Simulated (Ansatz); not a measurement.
AgCl, singlet (typed; the unrestricted solution is spin-contaminated), geometry from GFN2-xTB (such geometries of metal compounds can be far from the true shape) (core potentials on Ag), with bond 1-2 at 2.2 times its length; PBE0/def2-SVP run with Ansatz (an electronic-structure program).

Input for Ansatz:
Ansatz 0.2 input:
```yaml
crystal:
  periodic: [false, false, false]
  atoms:
    - {symbol: Ag, position_ang: [0.00000000, 0.00000000, -3.24023695]}
    - {symbol: Cl, position_ang: [0.00000000, 0.00000000, 1.62357288]}
basis:
  gaussian:
    orbitals: def2-SVP
hamiltonian:
  xc: pbe0
scf: {lower_state_search: off}
magnetization: {spin_polarized: true}
```

It wrote (shortened):

```
Functional definition: PBE0
these checks for a lower state are left out or cut short: stability, starts, cluster_reference, orbital_swaps, neighbouring_geometries, increment
486 factors; integrals over basis functions are off by at most 4.7e-4 eV
mean field evaluation 1: about -16507.2068 eV, gradient 2.0e1 eV
mean field evaluation 2: about -16311.6196 eV, gradient 6.1e1 eV
mean field evaluation 4: about -16508.7952 eV, gradient 8.3e0 eV
mean field evaluation 8: about -16508.7955 eV, gradient 8.3e0 eV
mean field evaluation 16: about -16510.7312 eV, gradient 3.1e-5 eV
mean field -16511.27955562 eV, -606.7783319218 hartree, gradient 5.4e-6 eV, S^2 0.750494; 0 other end points of the search recorded, 0 dependent functions left out
reference -16511.27958849 eV, -606.7783331298 hartree; 18, 18 occupied and 31, 31 virtual orbitals, 486 factors
Total energy: -16511.27958849 eV, -606.7783331298 hartree
Checks for a lower state left out: stability, starts, cluster_reference, orbital_swaps, neighbouring_geometries, increment
```
